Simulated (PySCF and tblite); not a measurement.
Results of a calculation; reference values are marked as such.
C₅H₂FNO, numbered as in [CH2:1]=[C:2]1[O:3][C:4]([F:5])=[C:6]1[C:7]#[N:8].

Conformers came from 45 starts (ETKDG and KDG, MMFF94s, GFN2-xTB); geometries are GFN2-xTB. Free energies are PBE0-D3(BJ)/def2-SVP (IEF-PCM, cyclohexane) single points with GFN2-xTB rigid-rotor and vibrational terms (modes under about 100 cm⁻¹ blended into free rotors). Symmetry numbers and mirror images are counted. Conformers within 2.5 kcal/mol (GFN2-xTB free energy) were kept, 5 at most. GIAO shieldings: wB97X-D/pcSseg-1 (IEF-PCM, cyclohexane). Shifts are against TMS (¹H), TMS (¹³C) at the same level; of two unlike H on one atom, a is the less shielded. Run with PySCF (density fitting) and tblite.

(1) List the conformer-averaged shifts at 298.15 K.

Shifts are unscaled: against experiment ¹³C can be off by 15 ppm or more and ¹H by 0.8 ppm.

Answers

(1) ¹H: 5.64 (H1a, 1H), 5.50 (H1b, 1H) ppm. ¹³C: 181.2 (C4), 156.3 (C2), 114.3 (C7), 100.5 (C1), 69.7 (C6) ppm.
